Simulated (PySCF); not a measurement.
Si(OSiH3)(H)(F)(Me) (CH₇FOSi₂), SMILES [SiH](C)(O[SiH3])F.

Coordinates come from a PBE-D3(BJ)/def2-SVP optimisation. Other conformers were not sampled.

Calculation: PBE-D3(BJ)/def2-SVP run with PySCF.

Frequencies are harmonic and unscaled.

| mode | ν (cm⁻¹) | IR (km/mol) | moving atoms (share of kinetic energy) |
|---|---|---|---|
| 1 | 27 | 1.3 | H 41 %, F 20 %, O 15 %, Si 13 %, C 10 % |
| 2 | 44 | 0.6 | H 70 %, O 12 % |
| 3 | 77 | 0.7 | Si 31 %, O 25 %, H 20 %, F 12 %, C 12 % |
| 4 | 147 | 0.1 | H 96 % |
| 5 | 213 | 1.0 | H 26 %, F 23 %, C 21 %, O 20 %, Si 10 % |
| 6 | 269 | 13.2 | O 25 %, F 24 %, H 20 %, Si 18 %, C 14 % |
| 7 | 332 | 22.1 | Si 31 %, O 30 %, F 24 %, H 15 % |
| 8 | 571 | 0.2 | Si 52 %, H 19 %, O 15 %, C 10 % |
| 9 | 662 | 2.9 | H 58 %, C 25 %, Si 13 % |
| 10 | 697 | 21.7 | H 81 %, Si 11 % |
| 11 | 708 | 36.0 | H 81 %, Si 10 % |
| 12 | 724 | 3.9 | H 80 %, C 15 % |
| 13 | 752 | 122.1 | H 43 %, Si 29 %, C 21 % |
| 14 | 814 | 17.6 | H 52 %, F 35 %, Si 9 % |
| 15 | 870 | 319.6 | H 77 %, Si 13 %, C 8 % |
| 16 | 909 | 25.6 | H 67 %, Si 21 %, F 10 % |
| 17 | 916 | 120.4 | H 86 %, Si 10 % |
| 18 | 918 | 188.8 | H 79 %, Si 14 % |
| 19 | 964 | 282.7 | H 76 %, Si 17 % |
| 20 | 1062 | 377.7 | O 73 %, Si 18 %, H 9 % |
| 21 | 1226 | 46.0 | H 76 %, C 23 % |
| 22 | 1378 | 2.9 | H 96 % |
| 23 | 1379 | 4.4 | H 96 % |
| 24 | 2152 | 100.8 | H 97 % |
| 25 | 2178 | 111.8 | H 97 % |
| 26 | 2187 | 117.8 | H 96 % |
| 27 | 2217 | 139.7 | H 97 % |
| 28 | 2979 | 0.1 | H 97 % |
| 29 | 3081 | 1.5 | H 91 %, C 9 % |
| 30 | 3082 | 1.8 | H 91 %, C 9 % |
